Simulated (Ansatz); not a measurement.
Z-matrix (Å, degrees):
```
Mo
O 1 1.850
O 1 1.879 2 90.6
S 1 2.087 2 103.3 3 110.8
O 1 1.879 2 90.7 3 -138.4
F 1 1.909 2 154.9 3 -69.1
H 2 0.963 1 124.2 3 69.0
H 3 0.963 1 115.9 2 -161.1
H 5 0.963 1 116.0 2 161.0
```

Charge 0, multiplicity 1. Mo takes the def2 core potential.

List the PBE/def2-TZVPP orbital energies in eV (Ansatz). (An estimate is asked.)

Computed: Occupied: -2395.87, -659.30, -511.53, -510.94, -510.94, -208.84, -154.91, -154.90, -154.86, -69.46, -43.51, -43.41, -43.19, -28.24, -25.36, -25.04, -24.69, -16.93, -13.67, -13.06, -12.62, -10.72, -10.65, -10.49, -9.75, -9.32, -9.04, -8.95, -8.64, -7.85, -7.85, -7.04, -6.77. Lowest empty: -4.17, -3.57, -2.77, -2.12, -0.84, -0.46, 0.42, 0.49.
